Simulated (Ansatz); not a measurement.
Molecule: dibromo(difluoro)germane, sum formula GeBr2F2, charge 0, multiplicity 1. SMILES: [Ge]([F])([Br])([F])[Br]
Geometry from a B3LYP-D3(BJ)/def2-TZVP (Ansatz, an electronic-structure program) optimisation:
```xyz
5

F     -0.4292    -1.6167    -1.2833
Ge    -0.0696    -0.5553     0.0225
F      0.0303    -1.5652     1.4121
Br    -1.7864     0.9100     0.2872
Br     1.9526     0.4159    -0.3408
```
Charge 0, spin multiplicity 1.

Quantity: vertical electron affinity (to the doublet state of charge -1; a negative value means that the extra electron is unbound and the number depends on the basis; each state is the SCF solution reached for its spin), in eV. Valence correlation only, unless marked. Open shells are spin-unrestricted. No spin-orbit coupling. Frozen are the shells of the preceding noble gas and the d and f shells that filled before the atom's block. No relativistic terms. Anions need diffuse functions: aug- sets have them; def2-D sets add few. CBS marks a two-point X^-3 extrapolation of the correlation energy; Hartree-Fock from the larger set. The bracket is a focal-point correction in the basis named.

RI-MP2/CBS(aug-cc-pVTZ,aug-cc-pVQZ)+[CCSD(T)-MP2]/aug-cc-pVTZ (Ansatz) gives 0.55 eV.

Another calculation gave 0.63 eV. Which level was it?
A. wB97X-V/def2-TZVPD (Ansatz)
B. B3LYP/def2-TZVPD (Ansatz)
C. SVWN5/def2-TZVPD (Ansatz)
D. PBE0/def2-TZVPD (Ansatz)

A, wB97X-V/def2-TZVPD (Ansatz). The others give 1.00 (B3LYP), 0.87 (PBE0), 1.24 (SVWN5) eV.
